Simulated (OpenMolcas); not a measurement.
## 4d ions of charge +4 along the row

* Program: OpenMolcas
* Method: CASSCF
* Basis: ANO-RCC-VQZP
* Scalar Hamiltonian: DKH2, point nucleus
* Spin-orbit coupling: RASSI with atomic mean-field integrals over the reference wave functions, term energies averaged over their components

Active space: the 4d shell.

B and C come from two terms' centres of gravity (d2, d8: 3P = 15B, 1G = 12B + 2C; d3, d7: 4P = 15B, 2G = 4B + 3C; d4, d6: 3G = 9B + 4C, 3H = 4B + 4C; d5: 4D = 17B + 5C, 4G = 10B + 5C, above the ground term), where all their levels are at least 80 % pure. ζ = ±2S·A comes from the whole width of the ground multiplet by E(J) = (A/2) J(J+1), where its levels are at least 85 % pure. Energies in cm-1.

```json
{"Ion": "Mo4+", "Configuration": "4d2", "Lowest level": "3F2", "Weight (%)": "99", "B": "895", "B measured": "711", "C": "3407", "C measured": "2930", "ζ": "905", "ζ measured": "959"}
{"Ion": "Tc4+", "Configuration": "4d3", "Lowest level": "4F 3/2", "Weight (%)": "99", "B": "904", "B measured": "", "C": "3704", "C measured": "", "ζ": "1067", "ζ measured": ""}
{"Ion": "Ru4+", "Configuration": "4d4", "Lowest level": "5D0", "Weight (%)": "98", "B": "", "B measured": "", "C": "", "C measured": "", "ζ": "1347", "ζ measured": ""}
{"Ion": "Rh4+", "Configuration": "4d5", "Lowest level": "6S 5/2", "Weight (%)": "99", "B": "", "B measured": "", "C": "", "C measured": "", "ζ": "", "ζ measured": ""}
{"Ion": "Pd4+", "Configuration": "4d6", "Lowest level": "5D4", "Weight (%)": "98", "B": "", "B measured": "", "C": "", "C measured": "", "ζ": "1681", "ζ measured": ""}
{"Ion": "Ag4+", "Configuration": "4d7", "Lowest level": "4F 9/2", "Weight (%)": "97", "B": "", "B measured": "", "C": "", "C measured": "", "ζ": "1999", "ζ measured": "2028"}
```

Measured columns use the levels in Sugar and Musgrove, J. Phys. Chem. Ref. Data 17, 155 (1988) (Mo4+); the list in Gamrath, thesis, University of Mons (2023) (Ag4+).

The computed ζ goes from 905 (Mo4+) to 1999 cm-1 (Ag4+), a factor of 2.21, rising at every step. It departs from the measured column by -6 to -1 %.

Without dynamic correlation excited terms often stand tens of per cent too high (terms of higher spin than the ground term too low), and those without a measured partner can miss by more than the paired ones. Measured partners are found by configuration, term and J. A level has none where our copy of the source lacks it or the pairing is in doubt (some pairs that miss far off the trend of their configuration count as doubtful), and it then counts in no deviation. Only configurations of the active space appear.
